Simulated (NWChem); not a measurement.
CH3Cl3Si; SMILES Cl[Si](Cl)(C)Cl

```xyz
8

C      0.0000     0.0000    -2.1070
Si     0.0000     0.0000    -0.2590
Cl    -0.9823     1.6522     0.4651
Cl    -0.9397    -1.6768     0.4651
Cl     1.9220     0.0246     0.4651
H      0.5056     0.9013    -2.4847
H      0.5277    -0.8885    -2.4847
H     -1.0333    -0.0128    -2.4847
```
Atoms are numbered in this order, from 1.

All runs: NWChem. Medium grid unless said otherwise, to which SCAN and Minnesota functionals are sensitive. Geometry: optimised at PBE0/def2-SVP. Total energies of different functionals are on different scales.

```csv
level,energy (Ha),highest occupied level (eV),orbital gap (eV),dipole (D)
"LDA (Slater exchange, VWN5)/def2-TZVPD",-1704.2859,-7.92,6.50,2.04
PBE/def2-TZVPD,-1709.4825,-7.80,6.59,1.98
BLYP/def2-TZVPD,-1710.2106,-7.63,6.48,1.95
TPSS/def2-TZVPD,-1710.3400,-7.91,6.92,1.96
r2SCAN/def2-TZVPD,-1710.1155,-8.15,7.40,2.01
B3LYP/def2-TZVPD,-1710.3144,-8.92,8.29,2.00
PBE0/def2-TZVPD,-1709.6303,-9.20,8.85,2.03
M06-2X/def2-TZVPD,-1710.1702,-10.54,10.46,2.04
CAM-B3LYP/def2-TZVPD,-1710.2754,-10.57,10.86,2.03
Hartree-Fock/def2-TZVPD,-1707.2947,___,___,2.07
```

Q: Fill in the missing entries.

A: 
- Hartree-Fock/def2-TZVPD, highest occupied level (eV): -12.51
- Hartree-Fock/def2-TZVPD, orbital gap (eV): 13.80
